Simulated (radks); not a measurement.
La2+, 55 electrons, occupied as [Xe] 5d1.

All-electron calculation, scalar-relativistic Kohn-Sham, TASK exchange with Perdew-Wang LDA correlation, spin-polarised, spherical densities, finite nucleus; open shells are filled with parallel spins first (spin-orbit coupling, left out, can overturn this in heavy ions); meta-GGA in the generalised Kohn-Sham scheme; Fermi nuclear charge, rms radius 4.855 fm. Program: a radial shooting solver on a logarithmic mesh with Libxc functionals.

Energy parts (hartree):
part                       energy
total                  -8491.7921
kinetic                 8980.7327
electron-nucleus      -20524.3527
Hartree                 3253.4137
exchange-correlation    -201.5858

Orbitals (lengths in bohr, moments of r in powers of bohr; <r^-3> diverges for s and p1/2; r(max) is where P^2 peaks):
| orbital | occ. | eigenvalue (hartree) | r(max) | <r^-3> | <r> |
|---|---|---|---|---|---|
| 1s up | 1 | -1426.960 | 0.01608 | - | 0.02509 |
| 1s down | 1 | -1426.961 | 0.01608 | - | 0.02509 |
| 2s up | 1 | -228.4909 | 0.09098 | - | 0.1075 |
| 2s down | 1 | -228.4888 | 0.09098 | - | 0.1075 |
| 2p up | 3 | -204.7946 | 0.07314 | 7481 | 0.09432 |
| 2p down | 3 | -204.7931 | 0.07314 | 7481 | 0.09432 |
| 3s up | 1 | -49.55352 | 0.2605 | - | 0.2853 |
| 3s down | 1 | -49.55267 | 0.2605 | - | 0.2852 |
| 3p up | 3 | -41.95493 | 0.2548 | 1494 | 0.2832 |
| 3p down | 3 | -41.95399 | 0.2548 | 1494 | 0.2832 |
| 3d up | 5 | -31.00900 | 0.2101 | 204.1 | 0.2600 |
| 3d down | 5 | -31.00736 | 0.2101 | 204.1 | 0.2600 |
| 4s up | 1 | -10.51898 | 0.6093 | - | 0.6562 |
| 4s down | 1 | -10.51679 | 0.6094 | - | 0.6563 |
| 4p up | 3 | -8.02364 | 0.6362 | 318.3 | 0.6947 |
| 4p down | 3 | -8.02198 | 0.6362 | 318.1 | 0.6949 |
| 4d up | 5 | -4.38479 | 0.6719 | 35.70 | 0.7686 |
| 4d down | 5 | -4.38350 | 0.6721 | 35.67 | 0.7688 |
| 5s up | 1 | -1.97440 | 1.421 | - | 1.576 |
| 5s down | 1 | -1.95678 | 1.414 | - | 1.562 |
| 5p up | 3 | -1.33672 | 1.595 | 47.30 | 1.801 |
| 5p down | 3 | -1.30667 | 1.584 | 49.27 | 1.776 |
| 5d up | 1 | -0.51627 | 2.081 | 3.438 | 2.474 |

The highest occupied level is 5d up at -14.048 eV. The spin density at the nucleus is -3.694 e/bohr^3 (1s 0.090, 2s -0.197, 3s -0.007, 4s 0.449, 5s -4.029).

Empty levels of this run are not shown, since the potential may be unsettled where no density lies.
